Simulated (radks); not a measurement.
Values are calculated unless marked as measured or tabulated.
Species: C4-. Configuration: [Ne]. Code: a radial shooting solver on a logarithmic mesh with Libxc functionals. Model: non-relativistic Kohn-Sham, LB94 model potential, spin-unpolarised, spherical densities, point nucleus; Watson sphere of charge +4 and radius 3.45 bohr. Some entries of the table are withheld. Estimate them.

orbital  occ.  eigenvalue (hartree)  <r> (bohr)
1s          2                   (1)      0.2687
2s          2              -0.51030         (2)
2p          6                   (3)       2.770

Answer. 
(1) 1s eigenvalue (hartree): -10.52091
(2) 2s <r> (bohr): 1.864
(3) 2p eigenvalue (hartree): -0.26505
